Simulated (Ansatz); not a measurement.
One change: `C[O][SnH2][Br]` becomes `C[O][SnH2][SH]`.

Ansatz, PBE0-D4/def2-TZVP geometries, multiplicity 1. Each molecule was computed in one conformer, which needn't be the lowest.

Elements past krypton have def2 core potentials. Scalar relativity is left out up to krypton.

```csv
property,`C[O][SnH2][Br]`
LUMO energy (PBE/def2-TZVPP) / eV,-1.95
LUMO energy (B3LYP/def2-TZVPP) / eV,-1.36
HOMO–LUMO gap (PBE0/def2-TZVPP) / eV,6.91
HOMO–LUMO gap (ωB97M-V/def2-TZVPP) / eV,11.12
LUMO energy (PBE0/def2-TZVPP) / eV,-1.05
HOMO energy (B3LYP/def2-TZVPP) / eV,-7.72
```

Give the same properties after the change, and the shifts. (An estimate is asked.)

The calculation gave: 
```json
{"property": "LUMO energy (PBE/def2-TZVPP) / eV", "`C[O][SnH2][SH]`": "-1.53", "shift": "0.42"}
{"property": "LUMO energy (B3LYP/def2-TZVPP) / eV", "`C[O][SnH2][SH]`": "-0.91", "shift": "0.45"}
{"property": "HOMO–LUMO gap (PBE0/def2-TZVPP) / eV", "`C[O][SnH2][SH]`": "6.92", "shift": "0.01"}
{"property": "HOMO–LUMO gap (ωB97M-V/def2-TZVPP) / eV", "`C[O][SnH2][SH]`": "10.89", "shift": "-0.23"}
{"property": "LUMO energy (PBE0/def2-TZVPP) / eV", "`C[O][SnH2][SH]`": "-0.60", "shift": "0.45"}
{"property": "HOMO energy (B3LYP/def2-TZVPP) / eV", "`C[O][SnH2][SH]`": "-7.27", "shift": "0.45"}
```

B3LYP here is the variant with VWN-RPA as its local correlation; programs differ in this.

Spin–orbit coupling is left out; it splits and shifts lone-pair levels of the heavy atoms by tenths of an eV.
